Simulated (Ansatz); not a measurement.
CH3AlFNO at its PBE0-D4/def2-TZVP geometry, where that method's forces vanish. The species carries charge 0 and has multiplicity 1. The bonds changed during the relaxation, so this is another structure than the one it started from.

```xyz
8

N     1.2814   -0.2076   -0.9847
C     0.3400   -0.3520   -0.0600
O    -0.5362    0.4812    0.1481
Al   -2.0061    0.0937    1.7001
F    -2.7506    1.5604    1.3569
H     1.2945    0.6223   -1.5561
H     1.9824   -0.9132   -1.1252
H     0.3945   -1.2847    0.5210
```

Problem. What forces (eV/Å) does PBE-D4/def2-TZVPP give on these atoms in Ansatz? (Best estimate.)

Solution. Ansatz gave: 
```
N1   0.184  0.011 -0.168
C2   0.282 -0.531  0.110
O3  -0.685  0.739  0.103
Al4  0.107 -0.410  0.185
F5  -0.225  0.405 -0.078
H6   0.027  0.289 -0.218
H7   0.277 -0.257 -0.070
H8   0.034 -0.245  0.136
```
